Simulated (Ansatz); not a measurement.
`C#[C][Al]([Cl])[Cl]` + H–F → `C#[C][Al]([F])[Cl]` + HCl at 400 K and 1 bar (ligand exchange at the Al–Cl bond).

Computed with Ansatz on PBE0-D4/def2-TZVP structures; ΔE is electronic, products minus reactants. CCSD(T)/CBS adds triple-zeta CCSD(T) − MP2 to the extrapolated MP2 energy (def2 sets, frozen cores). This one scheme is used for every species.

```
              species  CCSD(T)/CBS energy (Eh)  H − E (kJ/mol)  S (J/(mol·K))
`C#[C][Al]([Cl])[Cl]`              -1238.37391            87.7          371.7
                  H–F               -100.39570            36.5          182.2
 `C#[C][Al]([F])[Cl]`               -878.39595            89.2          364.6
                  HCl               -460.38127            29.6          195.4
```

H − E and S are ideal-gas, rigid-rotor, harmonic terms from PBE0-D4/def2-TZVP. 1 Eh = 2625.50 kJ/mol, R = 8.31446 J/(mol·K).

Problem. By hand: ΔE, ΔH, ΔS and ΔG.

Solution. ΔE = (-878.39595) + (-460.38127) − (-1238.37391) − (-100.39570) = -0.00761 Eh = -20.0 kJ/mol. Δ(H − E) = 89.2 + 29.6 − 87.7 − 36.5 = -5.4, so ΔH = -25.4 kJ/mol. ΔS = 364.6 + 195.4 − 371.7 − 182.2 = 6.1 J/(mol·K). ΔG = -25.4 − 400 × (6.1)/1000 = -27.8 kJ/mol.

Problem. By hand: the equilibrium constant, and the temperature at which ΔG would vanish if ΔH and ΔS stayed fixed.

Solution. log₁₀ K = −ΔG/(RT ln 10) = 3.6. ΔH and −TΔS have one sign here, so there is no such temperature.

The number of gas molecules stays the same, so ΔS is small and ΔH decides. A doubt of 5 kJ/mol in ΔE shifts log₁₀ K by 0.7 here. These are equilibria of isolated gas molecules and say nothing of rates. Largest T1 diagnostic: 0.012 (customary marks: 0.02 for closed shells, 0.045 for open ones).
